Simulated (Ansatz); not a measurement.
Consider the ligand exchange at the Si–F bond: `F[SiH2][SiH](Cl)Cl` + HCl → `Cl[SiH2][SiH](Cl)Cl` + H–F.

Program: Ansatz. Geometries: PBE0-D4/def2-TZVP. ΔE: electronic, gas phase. CBS: MP2 limit from def2 TZ/QZ plus the TZ coupled-cluster correction, frozen cores. This one scheme is used for every species. DFT in def2-TZVPP. Each species was taken in one conformer, which may not be the lowest.

`F[SiH2][SiH](Cl)Cl`:

Cartesian coordinates in Å:
```
F 1.593 -1.542 0.760
Si 0.342 -0.575 1.019
Si -0.349 0.399 -0.997
Cl 1.163 1.538 -1.779
Cl -1.942 1.600 -0.507
H 0.751 0.494 1.962
H -0.761 -1.383 1.598
H -0.797 -0.533 -2.055
```

HCl:

```xyz
2

Cl   -0.395    0.432   -0.257
H     0.395   -0.432    0.257
```

`Cl[SiH2][SiH](Cl)Cl`:

```xyz
8

Cl   -2.644   -0.141    0.272
Si   -0.902    0.518   -0.599
Si    0.896   -0.363    0.608
Cl    0.849   -2.405    0.483
Cl    2.623    0.346   -0.244
H    -0.883    2.001   -0.559
H    -0.852    0.042   -2.002
H     0.915    0.002    2.042
```

H–F:

Cartesian coordinates in Å:
```
F -0.426 -0.162 0.062
H 0.426 0.162 -0.062
```

```csv
level,ΔE (kcal/mol)
PBE-QIDH,5.6
CCSD/def2-SVP,7.3
```

Task: What does CCSD(T)/CBS give? (Estimate.)

Result: Computed: +6.1 kcal/mol. The listed levels differ from it by -0.5, 1.2 kcal/mol.

Largest T1 diagnostic among the species: 0.011.

In def2-TZVPP, CCSD(T) changes the Hartree–Fock value by −2.9 kcal/mol (the triples alone add −0.6 kcal/mol) and MP2 by −4.3 kcal/mol. Leaving LDA and LC-ωPBE aside and taking each functional with its dispersion term where it has one, the values, not all of them listed here, spread over 4.4 kcal/mol, from revPBE-D4 to CAM-B3LYP-D4. At CCSD(T), def2-SVP lies +1.0 kcal/mol from the extrapolated value and def2-TZVPP +1.0 kcal/mol.
